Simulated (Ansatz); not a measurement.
Ta2P2 was relaxed with PBE0-D4 (def2-SVP) in Ansatz in these states: neutral quintet, neutral singlet, neutral triplet. The geometries follow in no particular order.

In the def2 sets Ta takes a core potential; there is no spin–orbit coupling.

A:

```xyz
4

Ta   -0.348    0.004   -1.503
Ta    0.326   -1.440    0.446
P    -1.057    0.553    0.775
P     1.080    0.883    0.281
```

B:

```xyz
4

Ta   -1.408   -0.127   -0.330
Ta    0.771   -1.116   -0.718
P     0.168   -0.065    1.429
P     0.468    1.307   -0.381
```

C:

Cartesian coordinates in Å:
```
Ta -0.9675 1.0638 0.1068
Ta -0.5708 -1.1345 0.6828
P 1.2803 0.3979 0.6336
P 0.2579 -0.3272 -1.4232
```

Task: Judge from the bond lengths which geometry belongs to which state (an estimate).

Result: A is the neutral quintet (Ta1–Ta2 2.518 Å, P3–P4 2.218 Å, Ta1–P4 2.448 Å); B is the neutral triplet (Ta1–Ta2 2.424 Å, P3–P4 2.290 Å, Ta1–P4 2.362 Å); C is the neutral singlet (Ta1–Ta2 2.307 Å, P3–P4 2.409 Å, Ta1–P4 2.404 Å).
